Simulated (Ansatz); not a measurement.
`CC([SiH3])BCl` + H₂O → `CC(O)[SiH3]` + `BCl`  (formal hydrolysis of a C–B bond)

Calculated with Ansatz (gas phase, PBE0-D4/def2-TZVP geometries, no zero-point term in ΔE). CCSD(T)/CBS adds triple-zeta CCSD(T) − MP2 to the extrapolated MP2 energy (def2 sets, frozen cores). This one scheme is used for every species. DFT in def2-TZVPP. One conformer a species, not always the lowest.

Is it downhill or uphill in electronic energy at CCSD(T)/CBS, and by how much? (Best estimate.)

The calculation gave: Uphill: ΔE = +123.2 kJ/mol.

What do these levels give: PBE-D4, ωB97X-V, CCSD/def2-TZVPP, MP2/def2-QZVPP, MP2/CBS(def2), CCSD/CBS(def2)? (An estimate is asked.)

Ansatz gave: PBE-D4 120.2, ωB97X-V 111.0, CCSD/def2-TZVPP 115.8, MP2/def2-QZVPP 132.1, MP2/CBS(def2) 134.0, CCSD/CBS(def2) 120.3 kJ/mol.

Largest T1 diagnostic among the species: 0.012.

In def2-TZVPP, CCSD(T) changes the Hartree–Fock value by +24.4 kJ/mol (the triples alone add +2.9 kJ/mol) and MP2 by +35.1 kJ/mol. The D4 term adds +9.2 kJ/mol with B3LYP and +5.3 kJ/mol with PBE0; it sums over pairs of atoms, weighted by their polarisabilities, and B3LYP, whose exchange is more repulsive, gets the larger term.

B3LYP here is the variant with VWN-RPA as its local correlation; programs differ in this.
